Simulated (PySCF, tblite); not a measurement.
Species: C4H12AlP.
Atom-mapped SMILES: `[CH2:1]=[CH:2][P+:3]([CH3:4])([CH3:5])[AlH3-:6]` (hydrogens: H7, H8 on C1; H9 on C2; H10, H11, H12 on C4; H13, H14, H15 on C5; H16, H17, H18 on Al6)

Cartesian coordinates in Å at the GFN2-xTB level; atoms count from 1:
```
atom  x, y, z in Å
C1     1.370   -2.279    0.367
C2     0.869   -1.461   -0.545
P3     0.083    0.137   -0.221
C4    -1.441   -0.024   -1.228
C5    -0.568   -0.015    1.479
Al6    0.699    2.542   -0.247
H7     1.867   -3.196    0.092
H8     1.306   -2.074    1.422
H9     0.974   -1.682   -1.601
H10   -2.015    0.894   -1.112
H11   -2.035   -0.880   -0.910
H12   -1.170   -0.134   -2.277
H13   -1.161   -0.920    1.600
H14    0.262   -0.011    2.184
H15   -1.180    0.867    1.670
H16    1.223    2.727   -1.710
H17   -0.789    2.986    0.059
H18    1.696    2.530    0.966
```

Jobs on this species (18 atoms, 64 electrons) with PySCF (density fitting) and tblite. Hardware of each: Arm Neoverse V1, one thread, no GPU, on a shared host. Other jobs ran on the host; a repeat could differ by tens of per cent or more.

Task: Rank these jobs by wall time, shortest first.
A. GFN2-xTB; Hessian by finite differences
B. PBE0/pcSseg-1; shieldings, charges and field gradients; 176 basis functions
C. GFN2-xTB; L-BFGS relaxation

Result: A (0.64 s), C (1.6 s), B (27 s).

All jobs:

| level and settings | work | basis functions | SCF cycles | wall time |
| --- | --- | --- | --- | --- |
| GFN2-xTB | Hessian by finite differences | – | – | 0.64 s |
| GFN2-xTB | L-BFGS relaxation | – | – | 1.6 s |
| PBE0/pcSseg-1 | shieldings, charges and field gradients | 176 | 13 | 27 s |
| B3LYP/def2-SVPD | 8 singlets by full TDDFT, 3 Tamm–Dancoff triplets, polarisability | 224 | 14 | 37 s |

Task: What do all jobs in the table cost together?

Result: About 66 s; the longest takes about 56 % of that, and about 58 times as long as the shortest.
